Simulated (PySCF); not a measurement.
Computed with B3LYP-D3(BJ)/def2-TZVP (PySCF 2.14.0). Isolated molecules, 0 K electronic values unless said otherwise. One relaxed conformer stands for a flexible species; it need not be the lowest. B3LYP has the VWN-RPA correlation part, as in Gaussian. Delta-SCF ions had no search for a lower state. 

Reference species (SMILES): `[Cl][In]([Cl])[Cl]` (neutral, multiplicity 1).

```json
{
 "HOMO": "-9.15 eV",
 "HOMO–LUMO gap": "5.77 eV",
 "vertical ionisation energy (Delta-SCF)": "11.27 eV",
 "LUMO": "-3.38 eV"
}
```

Changed species: `[NH2][In]([NH2])[NH2]` (3 of 3 Cl replaced by NH2; the reference has 0 of 3 Cl replaced by NH2).

Problem. What does the change do to the HOMO, HOMO–LUMO gap, vertical ionisation energy (Delta-SCF) and LUMO?

Solution. the HOMO rises by 2.63 eV, to -6.52 eV; the HOMO–LUMO gap falls by 0.32 eV, to 5.45 eV; the vertical ionisation energy (Delta-SCF) decreases by 2.58 eV, to 8.69 eV; the LUMO rises by 2.31 eV, to -1.07 eV.
